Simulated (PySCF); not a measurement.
S8, triplet, at the geometry of the source list (a higher spin typed on purpose: for a closed-shell molecule this is an excited state); BLYP/3-21G in PySCF.

Here is a job for PySCF.
```python
from pyscf import gto, scf, dft

mol = gto.Mole()
mol.atom = '''
    S     1.75900000   -1.78430000    0.07990000
    S     1.53220000   -0.05360000    1.13450000
    S     1.91110000    1.62190000    0.03530000
    S     0.12080000    2.06780000   -0.96920000
    S    -1.36750000    1.78240000    0.41160000
    S    -2.37000000    0.10280000   -0.23390000
    S    -1.52050000   -1.64200000    0.45650000
    S    -0.06520000   -2.09500000   -0.91460000
'''
mol.basis = '3-21g'
mol.spin = 2
mol.verbose = 3
mol.build()

mf = dft.UKS(mol)
mf.xc = 'blyp'
mf.kernel()
```

It wrote (shortened):

```
SCF not converged.
SCF energy = -3169.49373824523 after 50 cycles  <S^2> = 2.0030361  2S+1 = 3.0020234
```

The run did not converge; its last values are not results.
